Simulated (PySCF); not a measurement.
Computed with PBE-D3(BJ)/def2-TZVP // PBE0-D3(BJ)/def2-TZVP (PySCF). Isolated molecules, 0 K electronic values unless said otherwise. Excitations are Tamm–Dancoff values on a coarser integration grid. The basis has no diffuse functions, so Rydberg states are missing or too high.

Reference species (SMILES): `CC=[SiH2]` (neutral, multiplicity 1).

| Item | Value |
|---|---|
| brightest of the four lowest singlets (TDA) | 5.29 eV |
| HOMO–LUMO gap | 3.39 eV |

Changed species: `C1C[SiH2]1`.

Task: Give the shifts of the brightest of the four lowest singlets (TDA) and HOMO–LUMO gap.

Result: the brightest of the four lowest singlets (TDA) increases by 0.91 eV, to 6.20 eV; the HOMO–LUMO gap rises by 1.92 eV, to 5.31 eV.
